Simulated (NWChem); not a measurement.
**Atomisation of NSi**

```
Si
N 1 1.5789
```
Charge 0, spin multiplicity 2.

Program: NWChem. The geometry was optimised at UB3LYP/def2-SVP, a minimum by its harmonic frequencies.

Basis set: def2-TZVP. The atomisation energy is electronic alone: no zero-point, thermal, spin-orbit or counterpoise terms. No value is extrapolated to the basis-set limit. Free atoms are single determinants with multiplicities Si 3, N 4. Correlated methods freeze the same cores in atoms and molecule, 6 orbitals in all.

```json
[
 {"method": "BLYP", "atomisation energy (kcal/mol)": "118.5", "relative cost": "1", "remark": "-"},
 {"method": "B3LYP", "atomisation energy (kcal/mol)": "107.8", "relative cost": "under 3", "remark": "-"},
 {"method": "PBE0", "atomisation energy (kcal/mol)": "102.6", "relative cost": "under 3", "remark": "-"},
 {"method": "PBE", "atomisation energy (kcal/mol)": "118.9", "relative cost": "under 3", "remark": "-"},
 {"method": "r2SCAN", "atomisation energy (kcal/mol)": "105.5", "relative cost": "under 3", "remark": "-"},
 {"method": "TPSS", "atomisation energy (kcal/mol)": "111.0", "relative cost": "under 3", "remark": "-"},
 {"method": "HF", "atomisation energy (kcal/mol)": "29.6", "relative cost": "under 3", "remark": "spin-contaminated"},
 {"method": "MP2", "atomisation energy (kcal/mol)": "88.1", "relative cost": "under 3", "remark": "spin-contaminated"},
 {"method": "CCSD(T)", "atomisation energy (kcal/mol)": "98.9", "relative cost": "9", "remark": "large amplitudes"}
]
```

The values span 89.3 kcal/mol, from HF (lowest) to PBE (highest). The cost column gives rough processor time relative to BLYP; each entry includes its own SCF. Costs are the molecule's.

B3LYP has NWChem's definition, with VWN1-RPA local correlation. The structure started from a generated list of species. The unpaired electrons of the parent sit in orbitals of symmetry a1 (C2v labels of the run); other states weren't searched. No SCF solution was tested for a lower state. Open-shell Hartree-Fock references start from PBE0 orbitals; any time given for them includes that run. Coupled-cluster values serve here as a point of comparison, not as the truth.
